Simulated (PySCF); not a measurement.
Species: C2H5BCl2O2S.
Cartesian coordinates in Å at the PBE0-D3(BJ)/def2-SVP level; atoms count from 1:
```
atom  x, y, z in Å
C1    -0.6726    0.0500   -0.1406
S2     0.5229    1.3699   -0.1086
O3    -0.0915    2.5292   -0.7421
O4     1.0606    1.4570    1.2497
C5     1.8789    0.8095   -1.1626
B6     2.8606   -0.0907   -0.3254
Cl7    4.4084    0.5150    0.1820
Cl8    2.4249   -1.7422    0.0681
H9    -0.2183   -0.8726    0.2396
H10   -1.4740    0.3942    0.5272
H11   -1.0521   -0.0673   -1.1631
H12    2.3442    1.7545   -1.4786
H13    1.4475    0.3106   -2.0430
```

Linear response at CAM-B3LYP/def2-SVPD (PySCF, frozen core in the response, non-relativistic).

Static isotropic polarisability: 90.40 au (13.40 Å³), principal values 75.1, 92.8, 103.3 au.

Question: What is the polarisability at 1064 nm and at the sodium D line?

Answer: 91.12 au at 1064 nm (+0.8 %), 92.81 au at 589.3 nm (+2.7 %). The rise at 589.3 nm is 3.37 times that at 1064 nm; a pure ω² law gives 3.26. The lowest singlet lies at 213 nm, shorter than both wavelengths.

Question: What is the isotropic C6 coefficient between two such molecules, C6 = (3/π)∫α(iω)² dω?

Answer: 3488 au (Eh·bohr⁶) by a ten-point quadrature over imaginary frequencies, which is 2080 eV·Å⁶ or 201 J·nm⁶/mol.

Question: Which effective excitation energy ω̄ makes London's formula C6 = (3/4)α²ω̄ exact here?

Answer: ω̄ = 4·C6/(3α²) = 0.569 Eh = 15.5 eV. A one-pole form α(ω) = α/(1 − ω²/ω̄²) fitted to the 1064 nm value gives 13.2 eV.

Question: What molar refraction at the D line follows from R = (4π/3)·N_A·α′, with α′ the polarisability volume?

Answer: α′ = 13.75 Å³ gives R = 34.69 cm³/mol, for isolated, non-vibrating species.

Question: How many electrons N does the Slater–Kirkwood formula C6 = (3/4)·√N·α^(3/2) need to give this C6?

Answer: N = (4·C6/3)²/α³ = 29.3; the species has 88 electrons in all.

Question: What n − 1 at the D line would an ideal gas of it have at 273.15 K and 1 atm (2.6868 × 10¹⁹ cm⁻³), by n − 1 = 2π·N·α′?

Answer: 23.22 × 10⁻⁴, a formal value whether or not that pressure can be reached.

Question: How anisotropic is the static polarisability, by Δα² = ½[(α1 − α2)² + (α2 − α3)² + (α3 − α1)²]?

Answer: Δα = 24.7 au, or 0.27 of the isotropic value.

Question: What three-body coefficient follows from the one-pole estimate C9 = (3/4)·α·C6?

Answer: 237000 au. This is an estimate from the two numbers above, not a computed integral.

Question: The lowest 6 singlets have (eV, f): 5.82, 0.031; 6.02, 0.017; 6.13, 0.003; 6.58, 0.015; 6.96, 0.142; 7.10, 0.034. What share of the static polarisability do they carry in the sum over states α = Σ f/ω²?

Answer: 4.03 au, 4.5 % of α; the largest term, 2.17 au, is that of the state at 6.96 eV. Their oscillator strengths add up to 0.24. Higher states carry the rest.

One conformer stands for the species.
